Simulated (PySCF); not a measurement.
Compound: C₃H₁₀AsB.
Atom-mapped SMILES: `[BH2:1][AsH:2][CH2:3][CH2:4][CH3:5]` (hydrogens: H6, H7 on B1; H8 on As2; H9, H10 on C3; H11, H12 on C4; H13, H14, H15 on C5)

Method: PBE0-D3(BJ)/def2-SVP geometry optimisation, gas phase (PySCF 2.14.0).

(1) List the bond lengths, angles and torsions at this level.

## Answers

(1) 
```json
{"bond": "B1–As2", "length (bohr)": "3.717", "order": "single"}
{"bond": "As2–C3", "length (bohr)": "3.719", "order": "single"}
{"bond": "C3–C4", "length (bohr)": "2.876", "order": "single"}
{"bond": "C4–C5", "length (bohr)": "2.877", "order": "single"}
{"bond": "B1–H6, B1–H7", "length (bohr)": "2.283", "order": "single"}
{"bond": "As2–H8", "length (bohr)": "2.866", "order": "single"}
{"bond": "C3–H9, C3–H10", "length (bohr)": "2.083", "order": "single"}
{"bond": "C4–H11, C4–H12", "length (bohr)": "2.085", "order": "single"}
{"bond": "C5–H13, C5–H14, C5–H15", "length (bohr)": "2.081", "order": "single"}
```

Bonds in one row agree within 0.02 bohr and their mean is given. Orders are formal, as drawn. A selection of angles:
```json
{"angle": "As2–B1–H6", "degrees": "119.7"}
{"angle": "H6–B1–H7", "degrees": "120.1"}
{"angle": "B1–As2–C3", "degrees": "105.7"}
{"angle": "B1–As2–H8", "degrees": "101.8"}
{"angle": "C3–As2–H8", "degrees": "101.0"}
{"angle": "As2–C3–C4", "degrees": "116.2"}
{"angle": "As2–C3–H9", "degrees": "106.8"}
{"angle": "As2–C3–H10", "degrees": "105.1"}
{"angle": "C4–C3–H9", "degrees": "110.8"}
{"angle": "H9–C3–H10", "degrees": "106.4"}
{"angle": "C3–C4–C5", "degrees": "112.7"}
{"angle": "C3–C4–H11", "degrees": "109.2"}
{"angle": "C5–C4–H11", "degrees": "110.0"}
{"angle": "H11–C4–H12", "degrees": "105.7"}
{"angle": "C4–C5–H13", "degrees": "111.4"}
{"angle": "H13–C5–H14", "degrees": "107.7"}
```

Torsions: B1–As2–C3–C4 59° (synclinal); As2–C3–C4–C5 178° (antiperiplanar). The mirror-image conformer, all signs reversed, is as good.

As2 (arsenic bonded to B, C and H) is pyramidal (angles 105.7°, 101.8° and 101.0°, sum 308.5°, 0.77 Å off the plane of its three neighbours). B1 (three-coordinate boron) is almost planar (angles 120.1°, 119.7° and 119.4°, sum 359.2°, 0.07 Å off the plane of its three neighbours).

Point group: C1 (no symmetry element, even within 0.4 Å). No PBE0-D3(BJ)/def2-SVP frequencies stand behind this structure, so it isn't proved a minimum. The numbers are those of one conformer (H–B1–As2–C3 -150° and 40°, B1–As2–C3–C4 59°, As2–C3–C4–C5 178°).
